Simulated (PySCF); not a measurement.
## Polarisability and C₆ of Rb⁻ (rubidium, charge -1)

[Kr] 5s2, closed-shell 1S. All numbers are calculated (PySCF 2.14, scalar relativity by spin-free X2C-1e, in x2c-TZVPPall with one added diffuse shell each of s, p, d, f type (9s7p7d3f1g, 95 functions)). Coupled (time-dependent) response in atomic units; α is the mean over directions.

| method | mean α (bohr³) | C₆ (like pair) | S(−4) |
| --- | --- | --- | --- |
| UHF | 1970 | 81300 | 2896000 |

S(−4) is the Cauchy moment in α(ω) = α(0) + S(−4) ω² + …

α(iu) at UHF:

```
u (hartree)  α(iu) (bohr³)
          0           1970
     0.0500          497.5
      0.100          177.0
      0.200          55.91
      0.300          29.49
      0.500          14.47
      0.750          8.602
       1.00          5.880
       1.50          3.261
       2.00          2.054
       3.00          1.019
       5.00         0.4019
```

For an ion, C₆ is the dispersion term alone; charge-induced terms of lower order in 1/R come first.

The outer electron is barely bound at this level, so radii and moments hang on the diffuse functions.
